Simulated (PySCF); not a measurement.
Compound: [IrCl6]3- (charge -3 and singlet state).
Bonds: Ir1–Cl2, Ir1–Cl3, Ir1–Cl4, Ir1–Cl5, Ir1–Cl6, Ir1–Cl7.

Theory: PySCF, PBE0-D3(BJ)/def2-SVP geometry optimisation, gas phase, def2 core potentials past Kr.

**Question.** List the bond lengths and angles at this level.

**Answer.** 
```tsv
bond	length (pm)
Ir1–Cl2 and 5 like bonds	243.2
```

Bonds in one row agree within 1 pm and their mean is given. A selection of angles:
```tsv
angle	degrees
Cl2–Ir1–Cl3	179.9
Cl2–Ir1–Cl4	90.1
```

Ir1 (iridium bonded to 6 Cl) is octahedral (the three widest angles are 180.0°, 179.9° and 179.9°, the others run from 90.0° to 90.1°). All 6 Cl–Ir bonds measure 2.432 Å.

Point group: Oh (every atom within 0.08 Å of its image). PBE0-D3(BJ)/def2-SVP frequencies: not computed here. Whether so highly charged an anion holds all its electrons in the gas phase wasn't checked; a finite basis holds them in any case. No counter-ion or solvent screens the charge of this multiply charged ion. The geometry's basis has no diffuse functions, a weakness for an anion.
